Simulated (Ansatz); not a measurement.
CH8B2OSi (`OBCB[SiH3]`). Charge 0, multiplicity 1.

```xyz
13

O    -0.8925    2.0511    0.9464
B     0.2026    1.3039    1.2194
C     0.0740   -0.2637    1.1608
B     0.6966   -0.6817   -0.1895
Si   -0.3654   -1.2450   -1.8086
H    -0.7317    2.9958    1.0063
H     1.2451    1.8426    1.4814
H    -0.9678   -0.5599    1.2964
H     0.7107   -0.6209    1.9811
H     1.8902   -0.6159   -0.3143
H    -0.0961   -0.3147   -2.9448
H    -1.8380   -1.2882   -1.5876
H     0.0723   -2.6032   -2.2471
```

Question: What are the harmonic wavenumbers in cm⁻¹ at PBE0-D4/def2-TZVP (Ansatz, finite differences of forces, unscaled)? (Best estimate.)

Answer: The calculation gave: 26, 45, 89, 204, 225, 398, 450, 498, 597, 641, 774, 801, 853, 882, 910, 929, 934, 949, 1022, 1053, 1075, 1176, 1193, 1381, 1431, 2193, 2195, 2211, 2572, 2583, 3033, 3126, 3885.

Question: Is this a minimum?

Answer: Yes, all 33 modes are real.

Question: Give the ideal-gas thermochemistry at 298.15 K and 1 bar (rigid rotor, harmonic oscillator; point group C1, symmetry number 1).

Answer: Zero-point energy 241.3 kJ/mol; H(298) − E = 265.1 kJ/mol; entropy 377.3 J/(mol·K), of which translation 164.4, rotation 113.9, vibration 99.0; G(298) − E = 152.6 kJ/mol. Modes under 100 cm⁻¹ are hindered rotations or soft bends, so the harmonic entropy is rough.
